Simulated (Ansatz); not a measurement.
A structure relaxed at PBE0-D4/def2-SVPD in Ansatz, charge -1, singlet:

```xyz
7

In    1.604    0.535   -1.317
Si   -0.809   -1.323   -0.473
Si   -1.784   -0.618    1.605
Si   -0.890    0.224   -2.271
Si   -1.261    1.022   -0.069
Si    2.643    0.307    1.096
Si    0.496   -0.148    1.430
```

Q: Give its formula and point group.

A: InSi6⁻. Point group Cs (tolerance 0.1 Å).

Q: Summarise the bond lengths by kind (pairs closer than 1.2 times the sum of covalent radii, bridged metal pairs left out).

A: 9 × Si–Si 2.22 to 2.59 Å; 2 × In–Si 2.64 to 2.69 Å.

In the def2 sets In takes a core potential; there is no spin–orbit coupling. The restricted singlet is unstable towards broken spin symmetry in Hartree–Fock (as tested in another run); at PBE0-D4/def2-SVPD this wasn't settled. The structure comes from a short search, and lower isomers may exist.
